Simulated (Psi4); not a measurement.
Conformational energy of SMILES N[SiH2]S (H5NSSi). Scanned: dihedral N1–Si2–S3–H8; all other coordinates were relaxed at GFN2-xTB. Points at φ and −φ are mirror images. Heavy atoms are numbered in the order of the SMILES N[SiH2]S, hydrogens after them in the order of the atoms that carry them; the mirror image has the same energies with the sign of each dihedral reversed.

Computed with: PBE/def2-TZVP // GFN2-xTB (Psi4); PBE-D3(BJ)/def2-TZVP // GFN2-xTB (Psi4); PBE0-D3(BJ)/def2-TZVP // GFN2-xTB (Psi4); MP2/cc-pVTZ = Psi4 with DF-MP2 (frozen core)/cc-pVTZ // GFN2-xTB.

Energies relative to the lowest point of each profile, in kJ/mol; the last columns give the difference from MP2:

| φ / ° | PBE/def2-TZVP | PBE-D3(BJ)/def2-TZVP | PBE0-D3(BJ)/def2-TZVP | MP2/cc-pVTZ | PBE/def2-TZVP − MP2/cc-pVTZ | PBE-D3(BJ)/def2-TZVP − MP2/cc-pVTZ | PBE0-D3(BJ)/def2-TZVP − MP2/cc-pVTZ |
|---|---|---|---|---|---|---|---|
| -165 | 11.2 | 11.3 | 10.3 | 10.1 | 1.1 | 1.2 | 0.2 |
| -150 | 11.9 | 12.0 | 11.2 | 11.1 | 0.8 | 0.9 | 0.1 |
| -135 | 11.5 | 11.6 | 11.1 | 11.1 | 0.4 | 0.5 | 0.0 |
| -120 | 9.8 | 10.0 | 9.7 | 9.9 | 0.0 | 0.1 | -0.2 |
| -105 | 7.1 | 7.3 | 7.2 | 7.4 | -0.3 | -0.2 | -0.3 |
| -90 | 4.0 | 4.1 | 4.0 | 4.3 | -0.3 | -0.2 | -0.2 |
| -75 | 1.2 | 1.3 | 1.3 | 1.5 | -0.2 | -0.2 | -0.2 |
| -60 | 0.0 | 0.0 | 0.0 | 0.0 | 0.0 | 0.0 | 0.0 |
| -45 | 0.8 | 0.8 | 0.8 | 0.5 | 0.3 | 0.3 | 0.2 |
| -30 | 3.8 | 3.7 | 3.6 | 3.1 | 0.7 | 0.6 | 0.5 |
| -15 | 8.1 | 8.0 | 7.7 | 7.1 | 1.0 | 0.9 | 0.6 |
| 0 | 12.3 | 12.2 | 11.8 | 11.1 | 1.2 | 1.1 | 0.7 |
| 15 | 8.1 | 8.0 | 7.7 | 7.1 | 1.0 | 0.9 | 0.6 |
| 30 | 3.8 | 3.7 | 3.6 | 3.1 | 0.7 | 0.6 | 0.5 |
| 45 | 0.8 | 0.8 | 0.8 | 0.5 | 0.3 | 0.3 | 0.2 |
| 60 | 0.0 | 0.0 | 0.0 | 0.0 | 0.0 | 0.0 | 0.0 |
| 75 | 1.2 | 1.3 | 1.3 | 1.5 | -0.2 | -0.2 | -0.2 |
| 90 | 4.0 | 4.1 | 4.0 | 4.3 | -0.3 | -0.2 | -0.2 |
| 105 | 7.1 | 7.3 | 7.2 | 7.4 | -0.3 | -0.2 | -0.3 |
| 120 | 9.8 | 10.0 | 9.7 | 9.9 | 0.0 | 0.1 | -0.2 |
| 135 | 11.5 | 11.6 | 11.1 | 11.1 | 0.4 | 0.5 | 0.0 |
| 150 | 11.9 | 12.0 | 11.2 | 11.1 | 0.8 | 0.9 | 0.1 |
| 165 | 11.2 | 11.3 | 10.3 | 10.1 | 1.1 | 1.2 | 0.2 |
| 180 | 9.4 | 9.5 | 8.5 | 8.3 | 1.2 | 1.3 | 0.2 |

PBE/def2-TZVP is furthest from MP2/cc-pVTZ at 0 (1.2 kJ/mol, above); its mean absolute difference over the points is 0.5 kJ/mol.

PBE-D3(BJ)/def2-TZVP is furthest from MP2/cc-pVTZ at 180 (1.3 kJ/mol, above); its mean absolute difference over the points is 0.5 kJ/mol.

PBE0-D3(BJ)/def2-TZVP is furthest from MP2/cc-pVTZ at 0 (0.7 kJ/mol, above); its mean absolute difference over the points is 0.2 kJ/mol.
